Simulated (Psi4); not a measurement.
**Exact exchange and the electronic atomisation energy of C2H3I (vinyl iodide)**

C2H3I: 6 atoms, total charge 0, spin state singlet. SMILES: `C=CI`. The shape is that of a PBE0-D4/def2-TZVP optimisation.

The electronic atomisation energy y, in eV, basis def2-SVP with a core potential; a is the functional's share of exact exchange. Programs: Psi4 1.11.

```
functional  program     a  y (eV)
    revPBE     Psi4     0   22.32
      TPSS     Psi4     0   22.70
     B3LYP     Psi4   0.2   22.33
      PBE0     Psi4  0.25       ?
     BHLYP     Psi4   0.5   21.65
```

Fit y = c + s·a to the known rows and predict PBE0.


1. Means of the 4 rows: a = 0.1750, y = 22.250.
2. Σ(Δa)² = 0.1675, Σ(Δa·Δy) = -0.284, so the slope is -0.284/0.1675 = -1.6955.
3. Intercept: 22.250 − (-1.6955) × 0.1750 = 22.547. The largest residual of the fit is 0.23.
4. PBE0: 22.547 + (-1.6955) × 0.25 = 22.12 eV.

The run gave 22.67 eV, so the prediction is off by -0.55 eV, more than the scatter of the fit. The rows mix families of semi-local functionals, which the line can't see. Spin-orbit coupling is left out.
